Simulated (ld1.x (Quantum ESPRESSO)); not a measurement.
# molybdenum (Mo): one change to a TM potential, before and after

```json
{"Element": "molybdenum", "Generator": "ld1.x (Quantum ESPRESSO) 7.5", "Type": "norm-conserving Troullier–Martins (Kleinman–Bylander form)", "Functional": "PBEsol", "Relativity": "scalar-relativistic", "Frozen core": "[Ar] 3d10 4s2", "Valence charge": "12", "Reference configuration": "4p6 4d6 5s0 5p0", "Partial waves": "5s (bound, empty): rc 2.80 bohr; 4p (bound): rc 1.65 bohr; 4d (bound): rc 2.60 bohr", "Local potential": "the d channel", "Core correction": "none"}
```

Change: core [Kr], valence charge 6; reference 4d4 5s2 5p0; waves now 5p (bound): rc 3.85 bohr; 4d (bound): rc 2.45 bohr; 5s (bound): rc 2.90 bohr; local potential the s channel.

Cutoffs: the cutoffs (Ry, on a coarse ladder) from which the occupation-weighted sum of valence levels, in a spherical-Bessel basis at the reference potential, stays within 10 and 1 mRy of its value at 400 Ry; they do not see the model core or the augmentation charge, which bear on the density cutoff. Errors are all-electron minus pseudo energies relative to the spin-unpolarised reference configuration.

Q: What does the change do?

A: The potential gets softer (45 Ry and 55 Ry → 35 Ry and 40 Ry); the bound ghost in s disappears. The shells moved into the core no longer need plane waves of their own. Several settings change at once here, so the effects cannot be laid on one of them.

```tsv
quantity	base	changed
cutoff, loose	45 Ry	35 Ry
cutoff, tight	55 Ry	40 Ry
bound ghosts	s	none
largest error over its own tests, meV	-69	-115
```

 A true bound ghost makes a file unfit for plane-wave use even where its test errors are small: the radial tests pick states by their node count and pass the ghost by.
